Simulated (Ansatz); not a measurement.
Program: Ansatz 0.2.0.

A structure relaxed at PBE0-D4/def2-TZVP, charge 0, multiplicity 1:

```xyz
25

C    -1.7215   -1.7354   -2.2343
O    -1.0571   -2.6659   -1.4076
Si    0.3374   -2.2937   -0.6441
Cl    0.7800   -3.9949    0.4044
N     0.1867   -0.9490    0.3990
C    -0.8363   -1.0141    1.4509
Si    1.1776    0.4433    0.2156
O     1.2575    1.1038    1.7108
C     1.9207    2.3164    1.9868
O     0.5998    1.5380   -0.8586
C    -0.6941    2.0888   -0.7893
H    -2.2157   -0.9606   -1.6387
H    -1.0356   -1.2480   -2.9368
H    -2.4797   -2.2716   -2.8066
H     1.4248   -2.0022   -1.6010
H    -1.8380   -0.8195    1.0549
H    -0.8444   -2.0026    1.9170
H    -0.6226   -0.2817    2.2288
H     2.5020    0.0893   -0.3289
H     1.6630    2.6247    3.0015
H     1.6221    3.1090    1.2925
H     3.0072    2.1941    1.9268
H    -1.4633    1.3138   -0.8821
H    -0.8570    2.6243    0.1527
H    -0.8134    2.7937   -1.6138
```

(1) Give its formula and SMILES.

(2) Point group (tolerance 0.08 Å, 0.16 Å for H)?

(3) Summarise the bond lengths by kind.

Results:

(1) C4H14ClNO3Si2, `CO[SiH](Cl)N(C)[SiH](OC)OC`.

(2) C1.

(3) 3 × C–O 1.408 to 1.411 Å; 12 × C–H 1.090 to 1.096 Å; 3 × O–Si 1.633 to 1.639 Å; 1 × Cl–Si 2.047 Å; 2 × N–Si 1.708 to 1.719 Å; 2 × H–Si 1.475 to 1.478 Å; 1 × C–N 1.469 Å.
